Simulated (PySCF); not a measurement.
Ranking problems on computed properties.

Each SMILES stands for a single optimised conformer of the isolated species, non-relativistic unless stated. Electronic properties by PySCF.

The conformers computed, where there is a choice (atom-mapped SMILES and torsion angles):
- `[CH3:1][CH2:2][C@:3]([CH3:4])([CH2:5][Cl:6])[C:7]([F:8])([F:9])[F:10]`: C1–C2–C3–C4 170°, C2–C3–C5–Cl6 57°, C2–C3–C7–F8 -55°
- `[CH2:1]=[C:2]([CH3:3])[CH2:4][C:5](=[O:6])[SiH2:7][CH2:8][Cl:9]`: C1–C2–C4–C5 98°, C2–C4–C5–O6 85°, C4–C5–Si7–C8 163°, C5–Si7–C8–Cl9 176°
- `[CH3:1][CH2:2]/[C:3]([C:4](=[O:5])[Cl:6])=[C:7](\[CH3:8])[SiH3:9]`: C1–C2–C3–C4 86°, C2–C3–C4–O5 180°
- `[CH:1]#[C:2][CH2:3][P@H+:4]([CH2:5][CH3:6])[CH:7]1[CH2:8][CH2:9]1`: C2–C3–P4–C5 62°, C3–P4–C5–C6 179°, C3–P4–C7–C8 -148°
- `[CH3:1][SiH2:2][N:3]([SiH3:4])[SiH2:5]/[CH:6]=[CH:7]\[C:8]#[N:9]`: C1–Si2–N3–Si4 178°, Si2–N3–Si5–C6 -171°, N3–Si5–C6–C7 -114°
- `[CH3:1][CH2:2][C@H:3]1[CH:4]=[CH:5][P@@H+:6]([CH3:7])[CH:8]=[CH:9]1`: C1–C2–C3–C4 -65°
- `[CH3:1][CH2:2][CH2:3][O:4][C:5]1=[C:6]([SiH2:7][Cl:8])[CH2:9]1`: C1–C2–C3–O4 180°, C2–C3–O4–C5 -75°, C3–O4–C5–C6 -3°, C5–C6–Si7–Cl8 -122°
- `[N:1]#[C:2][CH2:3][CH2:4][SiH2:5][N:6]1[SiH2:7][CH2:8][SiH2:9]1`: C2–C3–C4–Si5 178°, C3–C4–Si5–N6 179°, C4–Si5–N6–Si7 -8°
- `[CH:1]#[C:2][c:3]1[cH:4][cH:5][n:6][n:7][c:8]1[CH2:9][CH3:10]`: N7–C8–C9–C10 -98°

The conformers of `C#C[PH+]1CCCCCC1` aren't listed.

(1) Rank by HOMO energy, highest first (PBE0/pcSseg-1 at GFN2-xTB geometries).
A. `C1[P@H+](C=C[C@H](C=1)CC)C`
B. `C=C(C)CC(=O)[SiH2]CCl`
C. `[C@](C(F)(F)F)(CC)(CCl)C`
D. `C#CC[P@H+](CC)C1CC1`
E. `CC/C(C(=O)Cl)=C(\C)[SiH3]`
F. `C#C[PH+]1CCCCCC1`
G. `CCCOC1=C([SiH2]Cl)C1`
H. `C[SiH2]N([SiH3])[SiH2]/C=C\C#N`

(2) Rank by HOMO–LUMO gap, highest first (PBE0/pcSseg-1 at GFN2-xTB geometries).
A. `CCCOC1=C([SiH2]Cl)C1`
B. `C#C[PH+]1CCCCCC1`
C. `C(/C#N)=C/[SiH2]N([SiH3])[SiH2]C`
D. `CC/C(C(=O)Cl)=C(\C)[SiH3]`
E. `C#Cc1c(CC)nncc1`
F. `CC[C@](C)(CCl)C(F)(F)F`
G. `N#CCC[SiH2]N1[SiH2]C[SiH2]1`

(3) Rank by dipole moment, highest first (PBE0/pcSseg-1 at GFN2-xTB geometries).
A. `C=C(C)CC(=O)[SiH2]CCl`
B. `N#CCC[SiH2]N1[SiH2]C[SiH2]1`
C. `[SiH2](C1=C(C1)OCCC)Cl`
D. `CC/C(C(=O)Cl)=C(\C)[SiH3]`
E. `C#CC1=C(CC)N=NC=C1`

(4) Give the two extremes of that set in atomic units.

(5) Rank by smallest rotational constant, lowest first (GFN2-xTB).
A. `C#CC[P@H+](CC)C1CC1`
B. `CC/C(C(=O)Cl)=C(\C)[SiH3]`
C. `CC[C@H]1C=C[P@@H+](C)C=C1`
D. `CCCOC1=C([SiH2]Cl)C1`

Results:

(1) G (-6.72 eV), B (-6.86 eV), H (-7.50 eV), E (-7.96 eV), C (-8.73 eV), D (-12.00 eV), A (-12.27 eV), F (-12.93 eV).

(2) F (9.47 eV), B (8.04 eV), G (6.85 eV), A (6.33 eV), D (5.70 eV), C (5.42 eV), E (4.72 eV).

(3) B (4.46 D), E (4.00 D), D (3.40 D), C (3.12 D), A (2.58 D).

(4) `C=C(C)CC(=O)[SiH2]CCl`: 1.02 au; `N#CCC[SiH2]N1[SiH2]C[SiH2]1`: 1.75 au.

(5) D (0.463 GHz), B (0.616 GHz), A (0.790 GHz), C (1.007 GHz).
